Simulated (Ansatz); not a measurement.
Species: WF$_{2}$, charge 0, multiplicity 3. The spin state was set by rule; other spins were not relaxed. 
Geometry from a B3LYP-D3(BJ)/def2-TZVP (Ansatz, an electronic-structure program) optimisation:
SMILES: [F][W][F]
```xyz
3

W      0.0000     0.0000     0.0000
F      0.0000     0.0000     1.8313
F      0.0000     0.0000    -1.8313
```
Charge 0, spin multiplicity 3.

Wanted: vertical electron affinity (to the quartet state of charge -1; a negative value means that the extra electron is unbound and the number depends on the basis; each state is the SCF solution reached for its spin; the UHF <S^2> is 3.88 for the quartet (pure: 3.75)), in eV. Valence correlation only, unless marked. Open shells are spin-unrestricted. No spin-orbit coupling. The frozen core is the preceding noble-gas configuration, with the filled d and f shells of earlier blocks. Past Kr the def2 sets carry scalar-relativistic core potentials. Anions need diffuse functions: def2-D sets add few. 

| level | program | vertical electron affinity (eV) |
|---|---|---|
| SVWN5/def2-TZVPD | Ansatz | 1.01 |
| PBE0/def2-TZVPD | Ansatz | 1.01 |
| BHLYP/def2-TZVPD | Ansatz | 0.90 |
| wB97M-V/def2-TZVPD | Ansatz | 0.82 |
| wB97X-V/def2-TZVPD | Ansatz | 0.69 |
| CCSD/def2-TZVPPD | Ansatz | 0.88 |
